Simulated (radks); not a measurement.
Values are calculated unless marked as measured or tabulated.
Spin polarisation of the 4p1 shell in neutral gallium. Start: [Ar] 3d10 4s2 4p(up 0.5, down 0.5); electrons of 4p are moved from spin down to spin up, other shells keep equal spins. Code: a radial shooting solver on a logarithmic mesh with Libxc functionals. Model: scalar-relativistic Kohn-Sham, r2SCAN, spin-polarised, spherical densities, finite nucleus; meta-GGA in the generalised Kohn-Sham scheme; Fermi nuclear charge, rms radius of each element as measured or else 0.836 A^(1/3) + 0.57 fm.

\begin{tabular}{lrrrrr}
moment (Bohr magnetons) & E - E(0) (eV) & e(4p up) (eV) & e(4p down) (eV) & 4s down minus up (eV) & 3d down minus up (eV) \\ \hline
0 & 0.000 & -2.535 & -2.535 & 0.000 & 0.000 \\
0.25 & -0.017 & -2.660 & -2.391 & 0.219 & 0.014 \\
0.5 & -0.068 & -2.771 & -2.221 & 0.438 & 0.027 \\
0.75 & -0.156 & -2.869 & -2.003 & 0.656 & 0.041 \\
1 & -0.291 & -2.960 & -1.585 & 0.886 & 0.055 \\
\end{tabular}

At moment 1 the spin-polarisation energy is -0.291 eV and the 4p exchange splitting 1.375 eV, that is 1.375 eV per Bohr magneton; E = -I m^2/4 would give I = 1.164 eV.
